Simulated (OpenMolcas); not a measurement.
How basis sets differ on SiHCl2O (SMILES [O][SiH](Cl)Cl)

SiHCl2O has 5 atoms, charge 0, and is taken as a doublet. As SMILES, `[O][SiH](Cl)Cl`. Geometry: relaxed at PBE0-D4/def2-TZVP.

Quantity: the dipole moment, in D. The values are calculated.

```json
{"level": "ROHF/ANO-R0 (sfX2C)", "kind": "Hartree–Fock", "program": "OpenMolcas", "value (D)": "0.63", "CPU time": "2.5 s"}
{"level": "ROHF/ANO-RCC-MB (DKH2)", "kind": "Hartree–Fock", "program": "OpenMolcas", "value (D)": "1.65", "CPU time": "5.8 s"}
{"level": "UHF/STO-3G", "kind": "Hartree–Fock", "program": "OpenMolcas", "value (D)": "2.04", "CPU time": "2.5 s"}
{"level": "UHF/3-21G", "kind": "Hartree–Fock", "program": "OpenMolcas", "value (D)": "1.77", "CPU time": "2.6 s"}
{"level": "UHF/Ahlrichs_VDZ", "kind": "Hartree–Fock", "program": "OpenMolcas", "value (D)": "1.76", "CPU time": "2.1 s"}
{"level": "UHF/def2-SVP", "kind": "Hartree–Fock", "program": "OpenMolcas", "value (D)": "1.06", "CPU time": "11 s"}
{"level": "UHF/6-311G**", "kind": "Hartree–Fock", "program": "OpenMolcas", "value (D)": "1.20", "CPU time": "22 s"}
{"level": "UHF/6-311+G**", "kind": "Hartree–Fock", "program": "OpenMolcas", "value (D)": "1.21", "CPU time": "41 s"}
```

The values span 0.63 to 2.04 D. Magnitudes only. Sets without polarisation functions give poor dipoles. Without the sets that lack polarisation functions the rows with a basis span only 1.06 to 1.21 D. CPU times are rough (shared hosts, several kinds of processor and program).
